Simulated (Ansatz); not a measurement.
Input for Ansatz (a program for electronic structure): U-CCSD(T)/cc-pVTZ on CH3 (SMILES [CH3]).

Ansatz 0.2 input:
```yaml
crystal:
  periodic: [false, false, false]
  atoms:
    - {symbol: C, position_ang: [0.00000016, -0.00002362, -0.00002260]}
    - {symbol: H, position_ang: [1.08015606, -0.14906236, 0.02964033]}
    - {symbol: H, position_ang: [-0.66837745, -0.86098408, -0.04301143]}
    - {symbol: H, position_ang: [-0.41177877, 1.00997005, 0.01339370]}
basis:
  gaussian:
    orbitals: cc-pVTZ
magnetization: {spin_polarized: true, initial_magnetization: 1}
correlation: {method: ccsd_t, electrons: outside_noble_gas}
scf: {omitted_lower_state_checks: [cluster_reference]}
```

It printed:

```
WARN ansatz: RAYON_NUM_THREADS=8 ignored (pool sized by the plan → 8); use --threads N
Functional definition: HF
these checks for a lower state are left out or cut short: cluster_reference
integrals: 0.07 GiB planned
394 factors; integrals over basis functions are off by at most 1.1e-3 eV
mean field: 0.11 GiB planned
mean field evaluation 1: about -1076.2526 eV, gradient 1.1e1 eV
mean field evaluation 2: about -1076.2519 eV, gradient 1.1e1 eV
mean field evaluation 4: about -1076.9277 eV, gradient 1.1e0 eV
mean field evaluation 8: about -1076.9398 eV, gradient 4.0e-4 eV
mean field -1076.93978088 eV, -39.5768069714 hartree, gradient 8.1e-7 eV, S^2 0.762248; 0 other end points of the search recorded, 0 dependent functions left out
1 core orbitals not correlated
reference -1076.93978088 eV, -39.5768069714 hartree; 4, 3 occupied and 67, 68 virtual orbitals, 394 factors
second order -4.30875641 eV of doubles, -0.00000000 eV of singles
coupled cluster: 0.23 GiB planned
cycle   1  -4.71954663 eV  change   -4.1e-1 eV  update   4.0e-2
cycle   2  -4.85941673 eV  change   -1.4e-1 eV  update   1.4e-2
cycle   3  -4.87295816 eV  change   -1.4e-2 eV  update   4.8e-3
cycle   4  -4.87351449 eV  change   -5.6e-4 eV  update   1.9e-3
cycle   5  -4.87377426 eV  change   -2.6e-4 eV  update   5.8e-4
cycle   6  -4.87385593 eV  change   -8.2e-5 eV  update   1.4e-4
cycle   7  -4.87387503 eV  change   -1.9e-5 eV  update   4.0e-5
cycle   8  -4.87387524 eV  change   -2.1e-7 eV  update   1.1e-5
cycle   9  -4.87387373 eV  change    1.5e-6 eV  update   2.7e-6
perturbative correction -0.13005300 eV, -0.0047793595 hartree
Total energy: -1081.94370761 eV, -39.7606978869 hartree
Checks for a lower state left out: cluster_reference
```

The run converged.

Cost: roughly 4 core-seconds.
